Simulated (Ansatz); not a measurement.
The lowest singlet and triplet of CF2 (SMILES F[C]F); geometries from B3LYP-D3(BJ)/def2-TZVP, each state relaxed from the structure named, with no frequency check.
Singlet at the triplet's geometry (charge 0, multiplicity 1):
```xyz
3

F     -1.139    -0.167     0.000
C      0.000     0.497     0.000
F      1.139    -0.165     0.000
```

A positive gap puts the triplet lower; no zero-point energy. R- takes a restricted singlet. The triplet is unrestricted in single-reference levels. Active spaces average the two states.

Frozen-core correlation.

The values were computed with Ansatz (Gaussian orbitals). Values without a source in brackets are computed.

Q: Predict the gap E(singlet) − E(triplet), vertical, at the triplet's geometry from FIC-MRCISD+Q on SA-CASSCF(2,2)/cc-pVQZ.

A: -187 kJ/mol

Q: Predict the gap E(singlet) − E(triplet), vertical, at the triplet's geometry from SA-CASSCF(2,2)/cc-pVQZ.

A: -139 kJ/mol

Q: Estimate the gap E(singlet) − E(triplet), vertical, at the triplet's geometry that R-SCS-MP2/cc-pVTZ returns for this input.

A: -198 kJ/mol

Doubts at one or more of the structures used: a restricted determinant that unrestricted orbitals would lower (R-SCS-MP2/cc-pVTZ).

Ansatz is an electronic-structure program.
